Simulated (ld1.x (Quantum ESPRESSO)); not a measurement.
zirconium: what ld1.x (Quantum ESPRESSO) 7.5 does with a changed input

Command:

```bash
ld1.x < Zr.in > Zr.out
```

Input:

```
&input
   title='Zr', zed=40., rel=2, dft='PBE', iswitch=3,
   config='[Kr] 4d2 5s2 5p0', rel_dist='average',
   nld=5, rlderiv=3.05, eminld=-6.0, emaxld=5.0, deld=0.02
 /
 &inputp
   pseudotype=3, tm=.true., lloc=-2, rcloc=1.95,
   nlcc=.false.,
   which_augfun='PSQ', rmatch_augfun_nc=.true.,
   file_pseudopw='Zr.UPF', file_wfcaegen='ae.wfc', file_wfcncgen='nc.wfc', file_beta='beta', file_chi='chi', file_wfcusgen='us.wfc'
 /
6
4S  1  0   2.00   0.00  2.05  2.45  0.0
5S  2  0   2.00   0.00  2.05  2.45  0.0
4P  2  1   6.00   0.00  1.95  2.05  0.0
5P  3  1   0.00   0.00  1.95  2.05  0.0
4D  3  3   2.00   0.00  2.15  2.80  0.0
4D  3  2   0.00   1.60  2.15  2.80  0.0
 &test
   configts(1)='4s2 4p6 4d2 5s2 5p0'
 /
```

Output:

```
Program LD1 v.7.5

 %%%%%%%%%%%%%%%%%%%%%%%%%%%%%%%%%%%%%%%%%%%%%%%%%%%%%%%%%%%%%%%%%%%%%%%%%%%%%%
     Error in routine read_psconfig (5):
     ps-label wrong?
 %%%%%%%%%%%%%%%%%%%%%%%%%%%%%%%%%%%%%%%%%%%%%%%%%%%%%%%%%%%%%%%%%%%%%%%%%%%%%%

     stopping ...
```

Q: This input was made by a single change from one that runs to its end. What was changed?

A: The change: angular momentum of 4D typed wrongly. The program refuses the input: "read_psconfig: ps-label wrong?".
